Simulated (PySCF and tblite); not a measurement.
tetrahydropyran-4-one, C₅H₈O₂, numbered as in [O:1]=[C:2]1[CH2:3][CH2:4][O:5][CH2:6][CH2:7]1.

Free energies: PBE0-D3(BJ)/def2-TZVP (IEF-PCM, chloroform) on PBE0-D3(BJ)/def2-SVP structures plus GFN2-xTB thermal terms, symmetry and mirror images included. Conformers within 3 kcal/mol (GFN2-xTB free energy) were kept, 8 at most. GIAO shieldings: PBE0/pcSseg-1 (IEF-PCM, chloroform). Shifts are against TMS (¹H), TMS (¹³C) at the same level. Codes: tblite and PySCF.

The 6-ring runs over atoms 2–3–4–5–6–7. Of a mirror pair one member is shown.

```tsv
conformer	shape	weight %	dipole D
1	6-ring chair	99.8	2.34
2	6-ring twist-boat (ring torsions 58, -28, -29, 58, -26, -27°)	0.2	1.97
```

Question: How do the computed shifts compare with measured ones?

Answer: 
```csv
nucleus,signal,leading conformer,average,measured,medium
¹H,H3/H7,2.28,2.28,2.5,CDCl3
¹H,H4/H6,3.89,3.89,3.98,CDCl3
¹³C,C2,214.8,214.8,206.5,CDCl3
¹³C,C3/C7,46.5,46.5,42.9,CDCl3
¹³C,C4/C6,70.4,70.4,67.9,CDCl3
```

Measured values: Stadelmann, Balmer, Riniker, Ebert, PCCP 2022. Mean difference for ¹H: -0.16 ppm, scatter 0.07 ppm. Mean difference for ¹³C: 4.80 ppm, scatter 2.52 ppm. The computed shifts are unscaled and lack vibrational corrections.
